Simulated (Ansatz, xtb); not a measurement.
Relative energy of two isomers of C3H8O3Si2

We compare a, `O[Si@@H]1O[SiH2]C2(CC2)O1`, a singlet, with b, `[SiH3]O[Si@@H]1OC=CCO1`, a singlet. Both are isolated molecules in the gas phase, relaxed with B3LYP/def2-SVP; the shapes shown needn't be the lowest conformers.

a (Å):

| atom | x (Å) | y (Å) | z (Å) |
| --- | --- | --- | --- |
| C | -0.9589 | -0.2680 | 0.3434 |
| C | -2.3669 | -0.6297 | -0.0557 |
| C | -2.0721 | 0.7418 | 0.4962 |
| O | 2.2968 | -1.2145 | -1.5656 |
| O | 1.5520 | -0.8939 | 1.0994 |
| O | -0.0522 | -0.0386 | -0.7342 |
| Si | 1.5886 | -0.2409 | -0.4428 |
| Si | 0.0217 | -1.0375 | 1.7838 |
| H | 1.9047 | -2.0793 | -1.7369 |
| H | 2.3538 | 1.0149 | -0.4913 |
| H | -0.0847 | -0.2736 | 3.0581 |
| H | -0.3129 | -2.4671 | 2.0425 |
| H | -2.9268 | -1.3480 | 0.5526 |
| H | -2.5445 | -0.7074 | -1.1321 |
| H | -2.4181 | 1.0039 | 1.5016 |
| H | -2.0549 | 1.5736 | -0.2137 |

b (Å):

```csv
atom,x (Å),y (Å),z (Å)
C,-1.0894,0.4990,1.1446
C,-2.2856,0.7637,0.5997
C,-2.4972,1.5852,-0.6449
O,1.0473,1.2972,-1.8488
O,0.1135,0.9260,0.6604
O,-1.3571,2.3455,-1.0304
Si,1.4897,0.0910,-2.9048
Si,0.2058,1.9994,-0.6320
H,1.6370,-1.2025,-2.1790
H,0.4550,-0.0566,-3.9677
H,2.7889,0.4624,-3.5278
H,0.9144,3.2262,-0.2415
H,-0.9852,-0.0990,2.0552
H,-3.1742,0.3543,1.0871
H,-3.3327,2.2916,-0.4907
H,-2.7996,0.9343,-1.4906
```

Question: Estimate which is lower in electronic energy at CCSD(T)/def2-SVP + ΔMP2/def2-TZVPP, and by roughly how much.

Answer: The CCSD(T)/def2-SVP + ΔMP2/def2-TZVPP calculation puts structure a lower, by 15.1 kJ/mol.

The same difference at several levels:

```csv
level,geometry,E(b) − E(a) (kJ/mol),departure from the last row (kJ/mol),"job, with rough time for the two"
GFN2-xTB,GFN2-xTB,−35.4,−50.5,"optimisation, 0.55 s"
HF/STO-3G,GFN2-xTB,−0.8,−16.0,"single point, 0.52 s"
r2SCAN-D4/def2-SVP,GFN2-xTB,+11.2,−3.9,"single point, 4.9 s"
B3LYP/def2-SVP,B3LYP/def2-SVP,−13.3,−28.5,"optimisation, 1.7 min"
HF/def2-SVP,B3LYP/def2-SVP,−28.7,−43.8,part of the CCSD(T) run
MP2/def2-SVP,B3LYP/def2-SVP,+21.5,+6.3,part of the CCSD(T) run
CCSD(T)/def2-SVP,B3LYP/def2-SVP,+4.4,−10.7,single point
CCSD(T)/def2-SVP + ΔMP2/def2-TZVPP,B3LYP/def2-SVP,+15.1,,"single point, 2.3 min"
```

As drawn, b has 1 C–O, 1 C=C, 1 Si–H in place of 1 C–Si, 2 C–C, 1 O–H. Structure a has a 3-membered ring and a 5-membered ring, b a 6-membered ring.

GFN2-xTB, B3LYP/def2-SVP, HF/def2-SVP put the two in the other order. HF/STO-3G finds them nearly level. The largest departure from CCSD(T)/def2-SVP + ΔMP2/def2-TZVPP is that of GFN2-xTB, 50.5 kJ/mol. The last row adds to CCSD(T) the change of the MP2 difference between the two basis sets, here +10.7 kJ/mol.

With thermal terms from frequencies at re-optimised GFN2-xTB minima (ideal gas, soft modes damped towards free rotors, one conformer each, 298.15 K, 1 atm): on the last row, ΔE + ΔZPE = +7.2, ΔH = +8.9, ΔG = +1.9 kJ/mol. In free energy the two are nearly level.

The correlated steps freeze 16 core orbitals. Run with Ansatz 0.2.0, xtb 6.7.1; the last row on 4 threads of Arm Neoverse V1 on a shared host.
